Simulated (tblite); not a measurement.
Start geometry of `N/C=C(Cl)\C=C\C=O` from a force field or distance geometry (Å):
```
atom  x, y, z in Å
N1    -2.1035    0.3850   -1.0219
C2    -2.0384    0.2789    0.4012
C3    -0.8155    0.0568    0.9105
Cl4   -0.5360   -0.0970    2.6164
C5     0.3185   -0.0468    0.0207
C6     1.5319   -0.2615    0.5147
C7     2.6304   -0.3501   -0.4573
O8     3.7950   -0.5508   -0.0136
H9    -1.7094   -0.4196   -1.5644
H10   -2.5429    1.2183   -1.4826
H11   -2.9115    0.3570    1.0408
H12    0.2044    0.0449   -1.0623
H13    1.6965   -0.3601    1.6001
H14    2.4799   -0.2553   -1.5244
```

Q: What comes out of this run: tblite, GFN2-xTB geometry optimisation, gas phase?

A: 
```
atom  x, y, z in Å
N1    -2.3662    0.3282   -1.0173
C2    -2.0164    0.3032    0.2925
C3    -0.7717    0.0933    0.7905
Cl4   -0.6420    0.0251    2.5283
C5     0.4241   -0.0713    0.0348
C6     1.6582   -0.3020    0.5282
C7     2.8086   -0.4452   -0.3349
O8     3.9426   -0.6511    0.0308
H9    -1.6487    0.3569   -1.7211
H10   -3.2680    0.6894   -1.2704
H11   -2.8393    0.4116    0.9850
H12    0.3132   -0.0009   -1.0415
H13    1.8308   -0.3894    1.5904
H14    2.5740   -0.3484   -1.4172
```

The energy falls by 1.041 eV over 64 L-BFGS steps, the largest force on an atom goes from 4.71 to 0.009 eV/Å, and the atoms move by 0.360 Å rms after alignment. The bond that changes most is N1–C2 (enamine nitrogen to vinylic carbon bearing nitrogen), which shortens by 0.073 Å. Bonds longer at the end by more than 0.005 Å: 4 of 13; shorter: 8. Among the angles that change most is N1–C2–C3, from 115.6° to 126.4°. Among the dihedrals that turn most is H9–N1–C2–C3, from 55° to -12°. Rotational constants go from 2400, 978.9, 697.5 to 2569, 881.7, 656.6 MHz. The orientation of the end geometry is arbitrary; only internal coordinates are fixed.

Its GFN2-xTB frequencies are all real (lowest 79 cm⁻¹). The numbers are those of one conformer.

The numbers are calculated, not measured.
